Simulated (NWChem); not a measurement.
## Basis-set convergence for HClOSn

```xyz
4

Sn     0.2116    -0.5438     0.0000
Cl    -1.5350     1.1470     0.0000
O      1.7596     0.7519     0.0000
H      1.4378     1.6775     0.0000
```
Charge 0, spin multiplicity 1.

Program: NWChem. All single points use one geometry, from PBE/def2-SVP with def2 effective core potentials on Sn, a minimum by its harmonic frequencies. It is one conformer; others weren't searched.

Quantity: vertical ionisation energy at the level ΔPBE (Δ: difference of total energies, the cation a doublet at the parent's geometry with its hole in an orbital of symmetry a' (Cs labels); it is the state that the SCF runs reached, from PBE0 orbitals for Hartree-Fock references, and need not be the lowest).

Effective core potentials replace the inner electrons of Sn; spin-orbit coupling is left out. The structure started from a generated list of species. The stability of the SCF solutions was not checked.

Costs are rough ratios of processor time within this set of runs, SCF included, with def2-SVP as 1.

| basis | functions | vertical ionisation energy (eV) | relative cost |
|---|---|---|---|
| def2-SVP | 63 | 9.76 | 1 |
| def2-SVPD | 90 | [?] | under 3 |
| def2-TZVP | 124 | 9.89 | under 3 |
| def2-TZVPP | 137 | 9.89 | under 3 |
| def2-TZVPD | 151 | [?] | 4 |
| def2-QZVP | 239 | [?] | 50 |

Q: What belongs in the gaps?

A: 
- def2-SVPD, vertical ionisation energy (eV): 10.01
- def2-TZVPD, vertical ionisation energy (eV): 9.93
- def2-QZVP, vertical ionisation energy (eV): 9.91
